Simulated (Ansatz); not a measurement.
`[GeH3][Se][GeH3]` + `C[NH][InH2]` → `C[N]([GeH3])[InH2]` + `[GeH3][SeH]` at 500 K and 1 bar (ligand exchange at a Ge–Se bond).

Program: Ansatz. Geometries: PBE0-D4/def2-TZVP. ΔE: electronic, gas phase. CCSD(T)/CBS is the MP2 limit (def2-TZVPP, def2-QZVPP) plus CCSD(T) − MP2 in def2-TZVPP, frozen cores. Elements past krypton have def2 core potentials. For Ge, In, Se outer-core shells are correlated without core-valence functions, which leaves a few kJ/mol of doubt a bond. Scalar relativity is left out up to krypton.

```
             species  CCSD(T)/CBS energy (Eh)  H − E (kJ/mol)  S (J/(mol·K))
  `[GeH3][Se][GeH3]`              -6556.56757           172.0          434.9
       `C[NH][InH2]`               -286.14916           209.9          370.3
`C[N]([GeH3])[InH2]`              -2363.46641           260.2          456.6
       `[GeH3][SeH]`              -4479.23116           112.4          340.9
```

H − E and S are ideal-gas, rigid-rotor, harmonic terms from PBE0-D4/def2-TZVP. 1 Eh = 2625.50 kJ/mol, R = 8.31446 J/(mol·K).

Q: By hand: ΔE, ΔH, ΔS and ΔG.

A: ΔE = (-2363.46641) + (-4479.23116) − (-6556.56757) − (-286.14916) = 0.01916 Eh = 50.3 kJ/mol. Δ(H − E) = 260.2 + 112.4 − 172.0 − 209.9 = -9.3, so ΔH = 41.0 kJ/mol. ΔS = 456.6 + 340.9 − 434.9 − 370.3 = -7.7 J/(mol·K). ΔG = 41.0 − 500 × (-7.7)/1000 = 44.9 kJ/mol.

Q: By hand: the equilibrium constant, and the temperature at which ΔG would vanish if ΔH and ΔS stayed fixed.

A: log₁₀ K = −ΔG/(RT ln 10) = -4.7. ΔH and −TΔS have one sign here, so there is no such temperature.

The number of gas molecules stays the same, so ΔS is small and ΔH decides. A doubt of 5 kJ/mol in ΔE shifts log₁₀ K by 0.5 here. Modes under 60 cm⁻¹, often nearly free rotors, make the harmonic entropy too high. These are equilibria of isolated gas molecules and say nothing of rates. Largest T1 diagnostic: 0.016 (customary marks: 0.02 for closed shells, 0.045 for open ones).
